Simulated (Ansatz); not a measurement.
Cartesian coordinates in Å:
```
Cl 0.053 -1.997 0.921
C 0.152 -1.006 -0.695
C -0.898 0.089 -0.607
Si -0.188 1.302 0.717
Al 1.639 -0.265 0.389
H 0.038 -1.761 -1.470
H -0.872 0.618 -1.569
H -1.920 -0.272 -0.457
H -0.961 1.313 1.991
H -0.184 2.699 0.194
H 3.142 -0.719 0.585
```

Total charge 0; spin multiplicity 1. The bonds changed during the relaxation, so this is another structure than the one it started from.

(1) List the ωB97M-V/def2-TZVPP orbital energies in eV (Ansatz). (Estimate.)

Results:

(1) Ansatz gave: Occupied: -2772.59, -1806.40, -1532.09, -282.79, -281.46, -262.95, -200.44, -200.31, -200.27, -147.50, -116.67, -101.62, -101.61, -101.60, -76.32, -76.19, -76.14, -27.02, -23.54, -19.41, -17.27, -15.52, -14.98, -14.12, -12.96, -12.01, -11.67, -11.45, -11.16, -9.59, -8.90. Lowest empty: 0.63, 1.49, 1.71, 2.28, 2.79, 3.33, 3.39, 3.60.
